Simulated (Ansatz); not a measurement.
FGaH₄SeSi (`F[SiH]([GaH2])[SeH]`), 8 atoms. Total charge 0; spin multiplicity 1. Correlated methods include outer-core shells of Ga, Se, which these sets cover unevenly. Scalar relativity is left out up to krypton. All runs use 4 threads of an Arm Neoverse V2 on a shared host. Correlated methods freeze the cores.

**Question.** Give the basis size and wall time and peak host memory of each of these runs in Ansatz. RKS ωB97M-V/def2-TZVPP energy and forces; RKS PBE0-D4/def2-QZVPP energy; RKS ωB97M-V/def2-SVP energy; RKS ωB97M-V/def2-QZVPP energy; RHF-CCSD(T)/def2-SVP energy; RHF-CCSD(T)/def2-TZVPP energy; RKS PBE0-D4/def2-TZVP frequencies; RKS BHLYP-D4/def2-TZVPP energy; RKS PBE0-D4/def2-SVP energy; RKS PBE0-D4/def2-TZVP relaxation (21 steps); direct RPA on PBE orbitals/def2-TZVPP energy; RKS PBE-QIDH (frozen core)/def2-TZVPP energy. (Estimate.)

**Answer.** The calculation gave: Other jobs shared the machine, so times are rough.

| level | job | functions | wall time | peak host memory (GiB) |
| --- | --- | --- | --- | --- |
| RKS PBE0-D4/def2-SVP | energy | 116 | 1.3 s | 0.43 |
| RKS BHLYP-D4/def2-TZVPP | energy | 225 | 3.3 s | 0.84 |
| direct RPA on PBE orbitals/def2-TZVPP | energy | 225 | 4.2 s | 0.49 |
| RKS PBE-QIDH (frozen core)/def2-TZVPP | energy | 225 | 5 s | 0.63 |
| RKS ωB97M-V/def2-SVP | energy | 116 | 5.5 s | 0.43 |
| RHF-CCSD(T)/def2-SVP | energy | 116 | 7.5 s | 0.56 |
| RKS PBE0-D4/def2-QZVPP | energy | 425 | 9.5 s | 2 |
| RKS ωB97M-V/def2-TZVPP | energy and forces | 225 | 12 s | 0.98 |
| RKS ωB97M-V/def2-QZVPP | energy | 425 | 20 s | 2.3 |
| RKS PBE0-D4/def2-TZVP | relaxation (21 steps) | 188 | 70 s | 0.65 |
| RKS PBE0-D4/def2-TZVP | frequencies | 188 | 2 min | 0.66 |
| RHF-CCSD(T)/def2-TZVPP | energy | 225 | 2.3 min | 3.6 |
